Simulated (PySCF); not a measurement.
**Identify the compound**

The spectra below were simulated for a compound C6H12FNSi.

1H NMR (400 MHz, computed): δ 8.04 (m, 1H), 6.26 (br s, 1H), 5.96 (m, 1H), 5.61 (br s, 1H), 4.43 (m, 1H), 4.33 (m, 1H), 3.50 (s, 3H), 2.18 (s, 3H).

13C{1H} NMR (computed): δ 170.7, 146.8, 139.0, 89.9, 43.3, 29.6.

A single conformation, non-relativistic, gas phase, rapidly exchanging positions averaged. Geometry: GFN2-xTB; shielding tensors at PBE0/pcSseg-1 (GIAO); PySCF 2.14.

Scale: TMS for 1H, 13C (reference shieldings calculated alike).

Which candidate is it?
A. CN1CCC(C[SiH3])=C1F
B. C=C(F)[Si@@H]1C[C@@H]1N(C)C
C. C=C(C)[SiH2][C@@H](F)/C=N\C

Answers

C. 

Rings plus π bonds: 2 (no ring in the answer). 6 carbon signals for 6 carbons: no two carbons are equivalent. Carbon types of the structure: 1 × C, 2 × CH, 1 × CH2, 2 × CH3, leaving 2 H on heteroatoms. δC 170.7: C=N carbon. δC 146.8: fully substituted alkene carbon; as expected for a trigonal carbon in a double bond. δC 139.0: terminal =CH2 carbon; the olefinic region. δC 89.9: sp3 CH bonded to F and Si; the inductive effect lowers its shielding. δH 5.96: hydrogen on an sp3 CH bonded to F and Si; its carbon carries F, hence the downfield position.

The others: CN1CCC(C[SiH3])=C1F would give 5 signals for carbon-bound and other non-exchanging H, not 8; C=C(F)[Si@@H]1C[C@@H]1N(C)C would give 5 carbon signals, not 6.

Splittings by 19F in the carbon and heteronuclear signals aren't shown, as no couplings were computed. Shifts are as computed. Against solution values, carbons near 30 ppm lie about +3 ppm off and those near 130 ppm about +5 ppm. Of 1211 compounds with measured shifts, 218 miss one by over three times the rms of a fit or turn the order of signals round; such compounds aren't used in these exercises. Multiplicities follow the n + 1 count of equivalent neighbours, as no J values were calculated; m marks all less simple cases, F and P coupling included.
